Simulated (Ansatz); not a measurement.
Consider the isomerisation: `C/C=C(\O)Br` → `O=CCCBr`.

Gas-phase electronic energies from Ansatz, PBE0-D4/def2-TZVP geometries. CCSD(T)/CBS adds triple-zeta CCSD(T) − MP2 to the extrapolated MP2 energy (def2 sets, frozen cores). DFT in def2-TZVPP. B3LYP here is the variant with VWN-RPA as its local correlation; programs differ in this. For Br outer-core shells are correlated without core-valence functions, which leaves a few kJ/mol of doubt a bond. Scalar relativity is left out up to krypton. One conformer a species, not always the lowest.

CCSD(T)/CBS gives -27.2 kJ/mol.

Q: Another level gave -25.7 kJ/mol. Which?
A. HF/def2-TZVPP
B. B3LYP-D4/def2-TZVPP
C. SCS-MP2/def2-TZVPP
D. PBE0/def2-TZVPP

A: B. B3LYP-D4 -25.7, PBE0 -21.5, SCS-MP2/def2-TZVPP -34.1, HF/def2-TZVPP -48.7 kJ/mol.

Largest T1 diagnostic among the species: 0.011.

From PBE to PBE0 (25 % exact exchange), in def2-TZVPP and without D4, ΔE moves by −3.2 kJ/mol. In def2-TZVPP, CCSD(T) changes the Hartree–Fock value by +17.9 kJ/mol (the triples alone add +3.0 kJ/mol) and MP2 by +21.2 kJ/mol.
